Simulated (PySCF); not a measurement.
**NMR parameters from quadrupole coupling constants**

Species: C₃H₈O₂Si₂.
Numbering: `[CH3:1][O:2][C:3]1=[CH:4][SiH2:5][O:6][SiH2:7]1` (hydrogens: H8, H9, H10 on C1; H11 on C4; H12, H13 on Si5; H14, H15 on Si7)

Cartesian coordinates in Å at the GFN2-xTB level; atoms count from 1:
```
atom  x, y, z in Å
C1    -2.492   -0.557   -0.336
O2    -1.661    0.476    0.145
C3    -0.319    0.280    0.108
C4     0.345   -0.797   -0.340
Si5    2.200   -0.612   -0.190
O6     2.219    0.902    0.474
Si7    0.807    1.669    0.758
H8    -3.515   -0.203   -0.216
H9    -2.352   -1.477    0.241
H10   -2.296   -0.762   -1.393
H11   -0.152   -1.669   -0.740
H12    2.838   -1.492    0.786
H13    2.923   -0.512   -1.454
H14    0.684    1.888    2.194
H15    0.768    2.876   -0.058
```

Computed at PBE0/pcSseg-1 (PySCF, non-relativistic):

| atom | environment | nucleus | spin I | Q (b) | CQ = χzz (MHz) | η |
| --- | --- | --- | --- | --- | --- | --- |
| O2 | ether oxygen | 17O | 5/2 | -0.0256 | -11.193 | 0.572 |
| O6 | siloxane oxygen | 17O | 5/2 | -0.0256 | -5.817 | 0.419 |

Question: At 28.2 T, set νQ = 3|CQ|/[2I(2I − 1)] beside the Larmor frequency (|g| × 7.62259 MHz/T × B; g(17O) = −0.75752), and give PQ = |CQ|√(1 + η²/3).

Answer: 
```json
{"atom": "O2", "PQ (MHz)": "11.79", "νQ (MHz)": "1.679", "ν0 (MHz)": "162.83", "νQ/ν0": "0.010"}
{"atom": "O6", "PQ (MHz)": "5.985", "νQ (MHz)": "0.873", "ν0 (MHz)": "162.83", "νQ/ν0": "0.005"}
```

For O2: PQ = 11.19 × 1.0532, νQ = 11.19 × 0.1500, ν0 = 5.7742 MHz/T × 28.2 T.

Question: For half-integer spins with νQ below a tenth of ν0, find the second-order shift of the centre of gravity of the central transition at 28.2 and 35.2 T.

Answer: δ = −(3/40)(PQ/ν0)² [I(I + 1) − 3/4]/[I²(2I − 1)²], in ppm:

| site | 28.2 T | 35.2 T |
| --- | --- | --- |
| 17O at O2 | -31.4 | -20.2 |
| 17O at O6 | -8.11 | -5.2 |

Question: In the extreme-narrowing limit, with isotropic tumbling and one correlation time, the quadrupolar linewidth goes as PQ². What relative widths follow for the 17O sites?

Answer: O2 1, O6 0.26, with O2 as 1.

Solvent, lattice and vibrations would change these gradients. Isolated species at its GFN2-xTB geometry (one conformer only). GFN2-xTB bond lengths can be off by several hundredths of an ångström, more for odd bonds, and the gradients follow them. The small basis limits the accuracy of the gradients.
